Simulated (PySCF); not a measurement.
**SMILES S=C/C=C\C=C/Br, C$_{5}$H$_{5}$BrS**

Cartesian coordinates in Å; atom numbers follow the order of the lines, from 1:
```xyz
12

S     3.756   -0.122   -0.235
C     2.132   -0.155   -0.332
C     1.241    0.298    0.706
C    -0.107    0.283    0.652
C    -0.921   -0.187   -0.446
C    -2.254   -0.197   -0.488
Br   -3.391    0.405    0.889
H     1.671   -0.545   -1.240
H     1.721    0.682    1.599
H    -0.648    0.658    1.514
H    -0.429   -0.573   -1.333
H    -2.803   -0.563   -1.344
```

Computed with PySCF 2.14.0, UKS BHandHLYP/cc-pVDZ four-point reorganisation energy, gas phase. Geometry: BHandHLYP/cc-pVDZ.

The calculation is non-relativistic, which matters for the atoms heavier than Zn.

Task: What is the inner reorganisation energy for electron transfer, with the electron affinity?

Result: λ = 0.270 (surface of the reduced species) + 0.275 (surface of the starting species) = 0.545 eV. The electron affinity is 1.08 eV vertical and 1.35 eV adiabatic without zero-point energy; at the relaxed geometry of the reduced species the two energies differ by 1.62 eV. Largest bond changes: S1–C2 1.627 → 1.700 Å, C2–C3 1.441 → 1.388 Å, C3–C4 1.350 → 1.402 Å, C4–C5 1.445 → 1.409 Å, C6–Br7 1.884 → 1.914 Å. ⟨S²⟩ of the relaxed reduced species 0.805.
